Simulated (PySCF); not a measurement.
## Zinc: a sound run and one with changed settings

Sound run: Zn⁺ [Ar] 3d10 4s1, Zn²⁺ [Ar] 3d10. Computed with PySCF 2.14 in def2-SVP, with the non-relativistic Hamiltonian (point nucleus). In the sound run the correlated levels freeze [Ar]. The sound run starts from symmetry-adapted Hartree-Fock orbitals and uses a fine grid where one is needed.

Changed run: initial guess 1e, at most 50 SCF cycles.

```json
{"species": "Zn⁺", "method": "UHF", "sound run (hartree)": "-1777.28512", "changed run (hartree)": "-1777.28512", "converged": "yes"}
{"species": "Zn⁺", "method": "M06-2X", "sound run (hartree)": "-1778.79043", "changed run (hartree)": "-1778.79043", "converged": "yes"}
{"species": "Zn⁺", "method": "CCSD(T)", "sound run (hartree)": "-1777.53038", "changed run (hartree)": "-1777.53038", "converged": "yes"}
{"species": "Zn²⁺", "method": "M06-L", "sound run (hartree)": "-1778.10547", "changed run (hartree)": "-1778.10547", "converged": "yes"}
{"species": "Zn²⁺", "method": "MP2", "sound run (hartree)": "-1776.92699", "changed run (hartree)": "-1776.92699", "converged": "yes"}
```

Here the plain start reaches the same solutions.
